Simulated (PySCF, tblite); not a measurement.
A set of runs on `O[SiH]1OCCCO1`; the geometry of each is named by its level. Settings lines and outputs come from a driver script.

Species: C3H8O3Si.
Bonds: O1–Si2, Si2–O3, O3–C4, C4–C5, C5–C6, C6–O7, Si2–O7. Hydrogens: H8 on O1; H9 on Si2; H10, H11 on C4; H12, H13 on C5; H14, H15 on C6.

Step 1: GFN2-xTB geometry optimisation, gas phase (tblite 0.8.0) (from a force-field or distance-geometry start)
```json
{"job": {"kind": "relax", "xc": "GFN2-xTB", "basis": "xTB"}, "charge": 0, "multiplicity": 1}
```
```
step      E/eV     max force
  0    -668.25736    2.902
  1    -668.62329    1.601
  2    -668.75212    0.728
...
119    -668.96676    0.019
120    -668.96680    0.024
121    -668.96685    0.023
122    -668.96690    0.015
123    -668.96693    0.009
```

Energy lowered by 16.4 kcal/mol over 123 steps; largest atomic force 0.009 eV/Å at the end. «max force» is the largest atomic force in eV/Å.

The run took 1.1 s on Arm Neoverse N1, one thread, shared host with 64 logical CPUs at a one-minute load of 56.

Step 2: GFN2-xTB harmonic vibrations, gas phase (tblite 0.8.0) (on the GFN2-xTB geometry)
```json
{"job": {"kind": "ir", "xc": "GFN2-xTB", "basis": "xTB"}, "charge": 0, "multiplicity": 1}
```
```
(table of modes left out)
```

39 modes from 113 to 3653 cm⁻¹ (unscaled, harmonic); zero-point energy 71.9 kcal/mol; all wavenumbers are real at this level.

The run took 0.68 s on Arm Neoverse N1, one thread (shared host).

Step 3: PBE0-D3(BJ)/def2-SVP geometry optimisation, gas phase (PySCF 2.14.0) (from the GFN2-xTB geometry)
```json
{"job": {"xc": "PBE0", "basis": "def2-SVP", "d3": "d3bj", "grid": 1, "shake": 0.01, "kind": "geom"}, "charge": 0, "multiplicity": 1}
```
```
step   0  E = -633.57191713  max force = 0.050100
step   1  E = -633.57589363  max force = 0.013874
step   2  E = -633.57645489  max force = 0.004987
step   3  E = -633.57656820  max force = 0.001583
step   4  E = -633.57670462  max force = 0.004211
step   5  E = -633.57681749  max force = 0.005954
step   6  E = -633.57691233  max force = 0.004280
step   7  E = -633.57694417  max force = 0.001380
step   8  E = -633.57695151  max force = 0.000376
optimisation converged
```

Final energy -633.57695 Eh after 8 steps; dipole 2.87 D. Energies in Eh; «max force» is the largest Cartesian gradient component in Eh/bohr.

The run took 2.0 min of wall time on one thread of an Arm Neoverse N1, no GPU, shared host with 64 logical CPUs at a one-minute load of 55, and the process peaked at 0.57 GiB of memory.

Step 4: TDDFT B3LYP/def2-SVPD, vertical, gas phase, core orbitals frozen in the response (PySCF 2.14.0, density-fitted response routines) (on the PBE0-D3(BJ)/def2-SVP geometry)
```json
{"job": {"kind": "uv", "xc": "B3LYP", "basis": "def2-SVPD", "ip": true, "dynamic": true}, "charge": 0, "multiplicity": 1}
```
```
...
Static polarisability (au): isotropic 68.484, principal 63.350 65.065 77.037
Singlet excitations
state   eV       nm        f      main configurations
  1   7.2789    170.3   0.00059   H->L 0.91
  2   7.3428    168.9   0.00638   H-1->L 0.80, H-1->L+1 0.16
  3   7.3626    168.4   0.00369   H->L+1 0.90
  4   7.4274    166.9   0.10665   H-1->L+1 0.79, H-1->L 0.17
  5   7.5449    164.3   0.00443   H-2->L 0.73, H-2->L+1 0.20
  6   7.6599    161.9   0.00034   H-2->L+1 0.76, H-2->L 0.21
  7   8.1552    152.0   0.01604   H->L+2 0.78, H->L+4 0.17
  8   8.1768    151.6   0.01505   H-1->L+2 0.45, H-1->L+4 0.41
  9   8.2843    149.7   0.01558   H->L+3 0.88
 10   8.3021    149.3   0.00978   H->L+4 0.46, H-1->L+3 0.34, H->L+2 0.13
Triplet excitations (Tamm-Dancoff, eV): 7.1622 7.1804 7.2307 7.2967
Vertical ionisation energy (delta-SCF) = 10.1189 eV
```

HOMO -8.00 eV, LUMO 0.13 eV; lowest singlet 7.28 eV; lowest triplet 7.16 eV (Tamm–Dancoff); mean polarisability 68.5 au.

Hardware: one thread, Arm Neoverse N1 (aarch64) (shared host). Cost: 7.2 min of wall time, 0.88 GiB resident at most.

Step 5: core-valence-separated TDA BHandHLYP/aug-pcX-1 H:pcseg-1 Si:def2-SVPD, K edges, non-relativistic, gas phase (PySCF 2.14.0, density-fitted response routines) (on the PBE0-D3(BJ)/def2-SVP geometry)
```json
{"job": {"kind": "xas", "xc": "BHandHLYP", "basis": {"default": "aug-pcX-1", "H": "pcseg-1", "Si": "def2-SVPD"}}, "charge": 0, "multiplicity": 1}
```
```
...
C K edge
   eV          f      from atoms
  285.557   0.01854   C4
  286.093   0.02751   C4
  286.915   0.00293   C4
  286.968   0.01449   C5 C3
  286.969   0.04157   C3 C5
  287.152   0.00380   C4
  287.439   0.00347   C4
  287.494   0.02112   C3
  287.496   0.04399   C5
  287.608   0.01679   C5 C3
  287.611   0.04539   C3 C5
  287.657   0.00016   C4
  287.843   0.00058   C4
  288.147   0.00346   C4
  288.177   0.00348   C4
  288.458   0.00896   C4
O K edge
   eV          f      from atoms
  532.107   0.01882   O0
  533.340   0.00276   O2 O6
...
```

Lowest C 1s excitation 285.6 eV; lowest O 1s excitation 532.1 eV; the energies are raw, with no shift to experiment and no relativistic term. The log counts atoms from 0, this text from 1.

The run took 46 s wall on one thread, Arm Neoverse N1 (aarch64), no GPU, shared host with 64 logical CPUs at a one-minute load of 55, and the process peaked at 0.94 GiB of memory.

Geometry of the electronic-property runs (PBE0-D3(BJ)/def2-SVP):
```
atom  x, y, z in Å
O1     2.728   -0.599   -1.061
Si2    1.615   -0.356    0.120
O3     0.356   -1.430   -0.019
C4    -0.973   -1.079    0.298
C5    -1.346    0.294   -0.240
C6    -0.433    1.387    0.294
O7     0.922    1.148   -0.012
H8     2.418   -0.533   -1.969
H9     2.352   -0.521    1.391
H10   -1.635   -1.851   -0.126
H11   -1.120   -1.101    1.396
H12   -2.390    0.524    0.027
H13   -1.286    0.278   -1.342
H14   -0.708    2.363   -0.139
H15   -0.563    1.478    1.391
```

 (This holds for the electronic-property runs.)

One conformer stands for the species.
